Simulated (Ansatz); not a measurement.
Total energies of `C[Si](C)(C)[O][In]([Cl])[Cl]`.

Cartesian coordinates in Å:
```
C 1.280 -1.203 -1.433
Si 0.155 -0.234 -0.306
C -1.132 -1.348 0.467
C -0.691 1.148 -1.238
O 1.117 0.407 0.881
In 0.691 1.522 2.416
Cl 2.351 2.195 3.846
Cl -1.490 2.168 2.797
H 0.716 -1.661 -2.250
H 2.044 -0.556 -1.871
H 1.789 -1.999 -0.885
H -1.794 -0.787 1.134
H -1.758 -1.815 -0.298
H -0.664 -2.149 1.047
H -1.350 1.724 -0.581
H 0.040 1.834 -1.675
H -1.305 0.754 -2.053
```

The species carries charge 0 and has multiplicity 1. Correlated methods include outer-core shells of In, which these sets cover unevenly. In takes the def2 core potential. Geometry: relaxed with PBE0-D4/def2-TZVP. It is one conformer, not always the lowest. Basis def2-TZVPP, Ansatz 0.2.0.

RPA on PBE orbitals: Hartree–Fock energy of these orbitals -1591.08512 Eh, correlation -2.47403 Eh (frozen core).

```tsv
functional	energy without D4 (Eh)	D4 term (kJ/mol)
PBE	-1594.53869	-49.5
revPBE	-1595.06599	-125.0
BLYP	-1595.17289	-102.5
r2SCAN	-1595.20033	-13.4
B97M-V	-1595.00147	–
PBE0	-1594.66674	-43.3
B3LYP	-1595.44203	-79.1
r2SCANh	-1595.17359	-14.5
HSE06 (plane-wave form)	-1594.63258	-41.0
CAM-B3LYP	-1595.23951	-45.1
ωB97X-V	-1595.06555	–
ωB97M-V	-1595.11740	–
B2PLYP	-1594.56685	–
PBE-QIDH	-1594.19437	–
```

**Question.** Give the same for LDA (SPW92), r2SCAN0, BHLYP, LC-ωPBE. (An estimate is asked.)

**Answer.** Ansatz gave: 
```json
{"functional": "LDA (SPW92)", "energy without D4 (Eh)": "-1589.19326", "D4 term (kJ/mol)": "–"}
{"functional": "r2SCAN0", "energy without D4 (Eh)": "-1595.13571", "D4 term (kJ/mol)": "-16.0"}
{"functional": "BHLYP", "energy without D4 (Eh)": "-1595.13072", "D4 term (kJ/mol)": "-67.2"}
{"functional": "LC-ωPBE", "energy without D4 (Eh)": "-1594.89506", "D4 term (kJ/mol)": "–"}
```

B3LYP takes the VWN-RPA correlation (the form of Gaussian; ORCA's B3LYP/G). HSE06 is the plane-wave form, built on full-range PBE exchange. The double hybrids freeze the cores in their second-order part.

LC-ωPBE has ω = 0.4 bohr⁻¹.
